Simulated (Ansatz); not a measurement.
# Pulling the pair apart

The pair of Cl⁻ (SMILES [Cl-], atom 1) and SiH₄ (SMILES [SiH4], atoms 2–6), both closed shells, in one local arrangement (a lower one may exist), relaxed at PBE0-D4/def2-TZVPD:

Cl1  (0.189, -0.182, -3.335)
Si2  (-0.035, 0.033, 0.620)
H3  (0.862, 1.086, 1.190)
H4  (0.337, -1.243, 1.306)
H5  (0.062, -0.062, -0.867)
H6  (-1.415, 0.368, 1.086)
(Å)

SiH₄ is shifted rigidly along the line between the mean atom positions of the two fragments (negative: closer). Counterpoise interaction energies in kJ/mol. Program: Ansatz 0.2.0. Basis: def2-TZVPPD. Cores are frozen in the correlated methods.

```csv
shift (Å),HF,PBE-D4,PBE0-D4
-0.25,8.6,-24.2,-19.7
-0.12,1.7,-25.4,-21.5
0.00,-2.8,-25.3,-22.0
0.12,-5.7,-24.5,-21.6
0.30,-7.9,-22.7,-20.3
0.62,-8.8,-18.7,-17.0
1.24,-7.1,-12.3,-11.3
2.47,-3.8,-6.0,-5.5
```

Task: What does CCSD(T) give at these shifts? (To be estimated.)

Result: By the calculation: -9.1, -12.7, -14.6, -15.3, -15.2, -13.4, -9.1, -4.2 kJ/mol. For zero shift, CCSD(T) at an estimated basis limit (MP2 extrapolated from triple and quadruple zeta, plus CCSD(T) − MP2 in triple zeta) gives -17.0 kJ/mol. These are counterpoise interaction energies, counted from the two frozen fragments.

No T1 diagnostic of these runs exceeds 0.011.

For scale, one of the runs: CCSD(T)/def2-TZVPPD, 167 basis functions, launched by `ansatz run in.yaml --threads 2 --pin off --events-out ev --progress --plain --max-ram 5222MiB`. The run took 15 s on 2 CPU threads of an Intel Xeon Platinum 8259CL (shared host), with 1.2 GiB of host memory at its peak.
